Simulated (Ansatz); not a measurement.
An input meant for Al₇P₈H₂₄⁺, a nanocrystal cut from zinc blende AlP (hydrogen-capped) (charge 1, singlet).

```yaml
crystal:
  periodic: [false, false, false]
  atoms:
    - {symbol: Al, position_ang: [-2.903328, -2.912713, 1.246907]}
    - {symbol: Al, position_ang: [-3.154155, 0.394585, -1.654721]}
    - {symbol: Al, position_ang: [0.332140, -3.100589, -1.679471]}
    - {symbol: Al, position_ang: [-0.000254, 0.000571, 0.924090]}
    - {symbol: Al, position_ang: [3.148672, -0.388831, -1.654687]}
    - {symbol: Al, position_ang: [-0.339946, 3.106751, -1.680830]}
    - {symbol: Al, position_ang: [2.907443, 2.909077, 1.245884]}
    - {symbol: P, position_ang: [-1.340189, -4.084473, -0.145397]}
    - {symbol: P, position_ang: [-4.068843, -1.367819, -0.172707]}
    - {symbol: P, position_ang: [-1.377237, -1.371354, 2.354363]}
    - {symbol: P, position_ang: [-1.415842, 1.421798, -0.279536]}
    - {symbol: P, position_ang: [1.416064, -1.421899, -0.277302]}
    - {symbol: P, position_ang: [1.374549, 1.374961, 2.354047]}
    - {symbol: P, position_ang: [4.076237, 1.354967, -0.160613]}
    - {symbol: P, position_ang: [1.352712, 4.077521, -0.158897]}
    - {symbol: H, position_ang: [-3.767735, -3.765539, 2.255878]}
    - {symbol: H, position_ang: [-4.327708, 1.452330, -1.785296]}
    - {symbol: H, position_ang: [-2.431242, -0.398537, -2.817378]}
    - {symbol: H, position_ang: [-0.546840, -2.322397, -2.742037]}
    - {symbol: H, position_ang: [1.386320, -4.253301, -1.947819]}
    - {symbol: H, position_ang: [2.417648, 0.422333, -2.800079]}
    - {symbol: H, position_ang: [4.317165, -1.448710, -1.809364]}
    - {symbol: H, position_ang: [-1.393582, 4.265719, -1.923873]}
    - {symbol: H, position_ang: [0.521028, 2.335477, -2.762559]}
    - {symbol: H, position_ang: [3.768311, 3.765858, 2.254503]}
    - {symbol: H, position_ang: [-2.136858, -5.001653, -0.883647]}
    - {symbol: H, position_ang: [-0.728573, -5.014469, 0.738700]}
    - {symbol: H, position_ang: [-4.943268, -2.182410, -0.942796]}
    - {symbol: H, position_ang: [-5.040049, -0.801431, 0.697454]}
    - {symbol: H, position_ang: [-2.102211, -0.555808, 3.263750]}
    - {symbol: H, position_ang: [-0.566757, -2.086106, 3.276310]}
    - {symbol: H, position_ang: [-2.091580, 2.125813, 0.759767]}
    - {symbol: H, position_ang: [2.093037, -2.127329, 0.760152]}
    - {symbol: H, position_ang: [2.094902, 0.561490, 3.268950]}
    - {symbol: H, position_ang: [0.562087, 2.094456, 3.270516]}
    - {symbol: H, position_ang: [5.033599, 0.777330, 0.717427]}
    - {symbol: H, position_ang: [4.965384, 2.162178, -0.921536]}
    - {symbol: H, position_ang: [0.752319, 5.021335, 0.718306]}
    - {symbol: H, position_ang: [2.156570, 4.980811, -0.906467]}
basis:
  gaussian: {orbitals: STO-3G}
total_charge: 1
hamiltonian: {xc: {name: HF}}
correlation: {method: mp2, frozen_orbitals: {Al: 9}}
scf: {lower_state_search: light}
```

```sh
$ ansatz run in.yaml --threads 2 --pin off --events-out ev --progress --plain --max-ram 32768MiB --backend cuda --devices 0, --max-vram 18GiB
```

It prints (some lines left out):

```
Functional definition: HF
Error: "frozen_orbitals" has no count for P
```

Question: What is wrong with this run?

Answer: Frozen orbitals are typed for one element alone, and the program wants a count for each (the count typed has to fit that element's core, too). The input was rejected before any iteration.
